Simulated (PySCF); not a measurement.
SCF from a fresh guess for triplet WOF2, at the PBE0 minimum. PySCF input:

```python
from pyscf import gto, scf, dft
mol = gto.M(atom='''
W     -0.035217    -0.000000    -0.021623
O     -1.470106    -0.000000    -0.902653
F     -0.057133     0.000000     1.864611
F      1.637012    -0.000000    -0.894558''',
    basis={'W': 'def2-SVP', 'O': 'def2-SVP', 'F': 'def2-SVP'},
    ecp={'W': 'def2-SVP'},
    charge=0, spin=2)
mf = dft.UKS(mol, xc='PBE0')
mf.grids.atom_grid = (50, 194)
aux = {'W': 'def2-universal-JKFIT', 'O': 'def2-universal-JKFIT', 'F': 'def2-universal-JKFIT'}
mf = mf.density_fit(auxbasis=aux)
mf.conv_tol = 1e-08
mf.diis_space = 10
mf.max_cycle = 60
mf.init_guess = 'minao'
mf.verbose = 4
mf.kernel()
```

Excerpt of the output (cycles alone):

```
init E= -329.150396391399
cycle= 1 E= -341.292279509599  delta_E= -12.1  |g|= 0.925  |ddm|=  5.1
cycle= 2 E= -337.911270531289  delta_E= 3.38  |g|= 2.92  |ddm|=  2.4
cycle= 3 E= -341.52952286136  delta_E= -3.62  |g|= 0.462  |ddm|= 2.06
cycle= 4 E= -341.590745337182  delta_E= -0.0612  |g|= 0.248  |ddm|= 0.462
cycle= 5 E= -341.6127661273  delta_E= -0.022  |g|= 0.0449  |ddm|= 0.186
cycle= 6 E= -341.613746867388  delta_E= -0.000981  |g|= 0.0143  |ddm|= 0.0531
cycle= 7 E= -341.613873767919  delta_E= -0.000127  |g|= 0.00273  |ddm|= 0.0151
cycle= 8 E= -341.613892762569  delta_E= -1.9e-05  |g|= 0.00161  |ddm|= 0.00783
cycle= 9 E= -341.613899013359  delta_E= -6.25e-06  |g|= 0.000386  |ddm|= 0.00565
cycle= 10 E= -341.613899437058  delta_E= -4.24e-07  |g|= 0.000123  |ddm|= 0.00168
cycle= 11 E= -341.613899453925  delta_E= -1.69e-08  |g|= 3.74e-05  |ddm|= 0.0003
cycle= 12 E= -341.613899454442  delta_E= -5.17e-10  |g|= 4.51e-05  |ddm|= 7.96e-05
Extra cycle  E= -341.613899452788  delta_E= 1.65e-09  |g|= 8.34e-05  |ddm|= 8.18e-05
converged SCF energy = -341.613899452788  <S^2> = 2.0167055  2S+1 = 3.0111164
```

No lower solution of this spin was found from smeared starts or by a stability analysis within the unrestricted form.

Other spin states or occupations of the open shell can lie lower. With an element this heavy the missing spin–orbit coupling can shift these numbers.

The search for the lowest solution, 3 starts and the stability check together, took 17 s on 2 threads of a shared Arm Neoverse N1 host, with 74 basis functions; the process peaked at 0.4 GiB. Launch command: `OMP_NUM_THREADS=2 python axn.py task.json out`.
